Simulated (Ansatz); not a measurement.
Energy profile

The step: Si₄H₁₀ ([SiH3][SiH]([SiH3])[SiH3]) + SiH₃I ([SiH3][I]) → Si₅H₁₂ ([SiH3][Si]([SiH3])([SiH3])[SiH3]) + HI; bonds formed: Si1–Si4, I2–H3; bonds broken: Si1–I2, H3–Si4 (atoms numbered as in the saddle structure below).

Si1  (0.934, -1.811, 0.880)
I2  (3.492, -0.645, -0.378)
H3  (1.291, -0.379, 0.135)
Si4  (-0.215, 0.344, -0.111)
Si5  (0.996, 2.167, -0.963)
Si6  (-1.425, 0.788, 1.845)
Si7  (-1.327, -0.881, -1.765)
H8  (-0.496, -1.951, 1.335)
H9  (1.146, -2.852, -0.139)
H10  (1.742, -1.753, 2.109)
H11  (-0.043, 3.215, -1.189)
H12  (1.633, 1.814, -2.250)
H13  (1.961, 2.642, 0.054)
H14  (-2.584, -0.133, 1.943)
H15  (-0.523, 0.595, 3.010)
H16  (-1.899, 2.196, 1.807)
H17  (-0.347, -1.280, -2.805)
H18  (-1.969, -2.078, -1.163)
H19  (-2.367, 0.002, -2.356)
(Å)

Electronic energies by CCSD(T) at an estimated basis limit (MP2 extrapolated from triple and quadruple zeta, plus CCSD(T) − MP2 in triple zeta), on PBE0-D4/def2-TZVP structures; Si₅H₁₃I, singlet; no counterpoise correction. Program: Ansatz 0.2.0. Basis: def2-TZVPP and def2-QZVPP. Cores are frozen in the correlated methods. Filled d shells of the heavier atoms are correlated. Core potentials replace the inner electrons of the atoms past krypton. The def2 sets are not built for correlating such inner shells, so the correlated values are less sure here. Extrapolation: Hartree–Fock as exp(−7.88 √X), correlation as X^−2.97.

Give the profile in kcal/mol, counted from the separated reactants. (Judge from chemistry; the value comes from the calculation.)

Computed:
| point | kcal/mol |
| --- | --- |
| separated: SiH₃I (linked as [SiH3][I]; Si1, I2, H8, H9, H10; singlet) + Si₄H₁₀ (linked as [SiH3][SiH]([SiH3])[SiH3]; H3, Si4, Si5, Si6, Si7, H11, H12, H13, H14, H15, H16, H17, H18, H19; singlet) | 0.00 |
| start structure | -3.52 |
| saddle | 43.04 |
| end structure | 12.88 |
| separated: Si₅H₁₂ (linked as [SiH3][Si]([SiH3])([SiH3])[SiH3]; Si1, Si4, Si5, Si6, Si7, H8, H9, H10, H11, H12, H13, H14, H15, H16, H17, H18, H19; singlet) + HI (I2, H3; singlet) | 15.38 |

The T1 diagnostic stays at or below 0.015.

For scale, one of the runs: CCSD(T)/def2-TZVPP, 442 basis functions, launched by `ansatz run in.yaml --threads 4 --pin off --events-out ev --progress --plain --max-ram 41984MiB --backend cuda --devices 0, --max-vram 37GiB`. The run took 25 s on 4 CPU threads of an AMD EPYC 7R13 and a share of one NVIDIA H100 (shared host), with 1.2 GiB of host memory at its peak.
